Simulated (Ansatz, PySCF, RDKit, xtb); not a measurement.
Noncovalent pair: SiH4 (SMILES [SiH4]) (first 5 atoms) with CH5N (SMILES CN); geometry from B3LYP-D3(BJ)/def2-TZVP.
(charge 0, multiplicity 1):
```xyz
12

Si    -0.022    -0.125    -0.069
H      0.041     1.224     0.536
H      0.283    -0.033    -1.514
H     -1.381    -0.684     0.110
H      0.967    -1.007     0.589
C      0.697     0.269     3.767
N     -0.619    -0.285     3.458
H      1.246    -0.438     4.391
H      0.573     1.185     4.348
H      1.321     0.505     2.894
H     -0.542    -1.150     2.939
H     -1.168     0.357     2.900
```

Counterpoise-corrected where a basis set is named; no monomer relaxation. Rows marked so take none.

Rows in 6-31G* carry no dispersion term and start afresh at each structure (6-31G* with six Cartesian d functions).

Codes used: Ansatz (a quantum-chemistry and plane-wave program) with Gaussian orbitals; PySCF for 6-31G* rows; RDKit for the force fields; xtb for the GFN methods. Values without a source in brackets are computed.

### Question
One of these levels gives -125.6 meV for the interaction energy. Which?
A) M06-2X/6-31G* (no counterpoise)
B) CAM-B3LYP/def2-TZVPPD
C) MMFF94
D) GFN2-xTB

### Answer
A, M06-2X/6-31G* (no counterpoise). The others give 46.7 (MMFF94), -81.8 (GFN2-xTB), -1.1 (CAM-B3LYP/def2-TZVPPD)
